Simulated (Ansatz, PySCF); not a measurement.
Ga(F)(Cl)(vinyl) (C2H3ClFGa), SMILES [Ga]([Cl])([F])[CH]=C.

The structure is a stationary point at ωB97X-D3(BJ)/def2-SVP. The structure was generated by enumeration; whether it is a known compound was not checked. The values are those of a single conformer.

Vertical ionisation energy (IE) and electron affinity (EA) in eV. Rows of orbital energies are one-electron estimates. Where ΔSCF, EOM or ADC give a negative EA the extra electron is unbound and the value depends on the basis.

```tsv
level	IE	EA
−ε(HOMO), −ε(LUMO), CAM-B3LYP/def2-TZVP (PySCF)	10.12	0.78
−ε(HOMO), −ε(LUMO), PBE/def2-TZVP (PySCF)	7.63	2.68
ΔSCF, CAM-B3LYP/def2-SVPD (Ansatz), final states of multiplicity 2 and 2	___	___
ΔSCF, PBE/def2-SVPD (Ansatz), final states of multiplicity 2 and 2	10.67	0.21
```

Q: Fill in the missing entries. (The exact figures need the calculation; the answer reports its results.)

A: 
- ΔSCF, CAM-B3LYP/def2-SVPD (Ansatz, an electronic-structure program), final states of multiplicity 2 and 2, IE: 11.12
- ΔSCF, CAM-B3LYP/def2-SVPD (Ansatz), final states of multiplicity 2 and 2, EA: 0.12

Q: What vertical singlet–triplet gap does ΔSCF give with CAM-B3LYP/def2-SVPD (Ansatz) and with PBE/def2-SVPD (Ansatz)? (Estimate from the structure and the level; the computed values follow.)

A: 4.09 and 4.15 eV (triplet above singlet where positive).
